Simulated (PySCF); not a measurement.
**How methods differ on the ionisation energy of Pd(35+)**

Pd(35+) [Ne] 3s1 (2S) → Pd(36+) [Ne] (1S), as a difference of total energies. Computed with PySCF 2.14 in an even-tempered Gaussian basis (16 s from 5.6 bohr⁻², ratio 2.5; 10 p from 7.3 bohr⁻², ratio 2.5; 4 d from 27 bohr⁻², ratio 2.7; 4 f from 41 bohr⁻², ratio 2.7), with no relativity, point nucleus. Correlated levels: outer shells: 1s2 frozen; virtual orbitals above 40 to 60 times the deepest correlated orbital energy dropped. The calculations carry no spin-orbit coupling.

| method | ionisation energy (eV) |
| --- | --- |
| UHF | 2188.5 |
| LDA | 2191.0 |
| PBE | 2193.3 |
| PBE0 | 2192.2 |
| r2SCAN | 2187.9 |
| B3LYP | 2192.8 |
| B2PLYP | 2191.5 |
| MP2 (outer shells) | 2189.2 |
| SCS-MP2 (outer shells) | 2189.0 |

The gap to the reference is mostly relativistic.

For comparison: 2248.87 ± 0.07 eV (semi-empirical (NIST evaluation); NIST Atomic Spectra Database, ionization energies).
